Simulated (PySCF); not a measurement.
# How methods differ on the ionisation energy of F²⁺

F²⁺ [He] 2s2 2p3 (4S) → F³⁺ [He] 2s2 2p2 (3P), as a difference of total energies. Calculation: PySCF 2.14, in dyall-acv3z; the spin-free X2C one-electron Hamiltonian (Gaussian nucleus). Correlated levels: valence and next inner shell: nothing frozen; virtual orbitals above 40 to 60 times the deepest correlated orbital energy dropped. The calculations carry no spin-orbit coupling.

| method | ionisation energy (eV) | plus first-order spin-orbit estimate | difference from reference of that sum (eV) |
| --- | --- | --- | --- |
| UHF | 62.249 | 62.195 | -0.513 |
| MP2 (valence and next inner shell) | 62.879 | 62.825 | +0.117 |
| SCS-MP2 (valence and next inner shell) | 62.600 | 62.546 | -0.162 |
| CCSD (valence and next inner shell) | 62.662 | 62.608 | -0.100 |
| CCSD(T) (valence and next inner shell) | 62.662 | 62.608 | -0.100 |

Reference: 62.708 eV (semi-empirical (NIST evaluation); NIST Atomic Spectra Database, ionization energies).

A first-order spin-orbit estimate (lowest level to lowest level, LS coupling) adds -0.054 eV.

Errors of the correlated levels include the incompleteness of this basis.
